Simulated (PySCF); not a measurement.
A calculated (M06-L, PySCF 2.14, x2c-SVPall, the spin-free X2C one-electron Hamiltonian (Gaussian nucleus)) atom or ion has these occupied shells.

```json
{"shell": "1s α", "electrons": "1", "orbital energy (eV)": "-4427.3", "rms radius, mean of both spins (bohr)": "0.0845"}
{"shell": "1s β", "electrons": "1", "orbital energy (eV)": "-4427.3", "rms radius, mean of both spins (bohr)": "0.0845"}
{"shell": "2s α", "electrons": "1", "orbital energy (eV)": "-498.08", "rms radius, mean of both spins (bohr)": "0.371"}
{"shell": "2s β", "electrons": "1", "orbital energy (eV)": "-497.74", "rms radius, mean of both spins (bohr)": "0.371"}
{"shell": "2p α", "electrons": "3", "orbital energy (eV)": "-408.68", "rms radius, mean of both spins (bohr)": "0.341"}
{"shell": "2p β", "electrons": "3", "orbital energy (eV)": "-408.42", "rms radius, mean of both spins (bohr)": "0.341"}
{"shell": "3s α", "electrons": "1", "orbital energy (eV)": "-72.966", "rms radius, mean of both spins (bohr)": "1.15"}
{"shell": "3s β", "electrons": "1", "orbital energy (eV)": "-72.127", "rms radius, mean of both spins (bohr)": "1.15"}
{"shell": "3p α", "electrons": "3", "orbital energy (eV)": "-50.292", "rms radius, mean of both spins (bohr)": "1.26"}
{"shell": "3p β", "electrons": "3", "orbital energy (eV)": "-49.382", "rms radius, mean of both spins (bohr)": "1.26"}
{"shell": "3d α", "electrons": "1", "orbital energy (eV)": "-18.358", "rms radius, mean of both spins (bohr)": "1.75"}
```

Question: Name the element and its charge.

Answer: Sc²⁺ (scandium, charge +2), in [Ar] 3d1, 2D determinant.
